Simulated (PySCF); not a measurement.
bromine cation (Br2), SMILES BrBr (connectivity only; charge and spin as stated), charge +1, multiplicity 2. The structure is a stationary point at PBE-D3(BJ)/def2-TZVP. The spin state was assumed, not searched.

The numbers are results of PBE-D3(BJ)/def2-TZVP (PySCF), not measurements.

Harmonic wavenumbers (cm⁻¹): 354. Rotational constants (GHz): 2.553 (linear); symmetry number 2.

Task: Work out the zero-point energy and the ideal-gas rigid-rotor harmonic-oscillator thermochemistry at 298.15 K and 1 atm.

Result: ZPE = ½ Σ hcν = ½ × 354 cm⁻¹ = 2.12 kJ/mol. H − E(el) = 11.73 kJ/mol. Entropy in J/(mol K): translation 172.03, rotation 67.38, vibration 4.81, spin 5.76, total 249.98. G − E(el) = -62.80 kJ/mol. Cp = 35.66 J/(mol K).
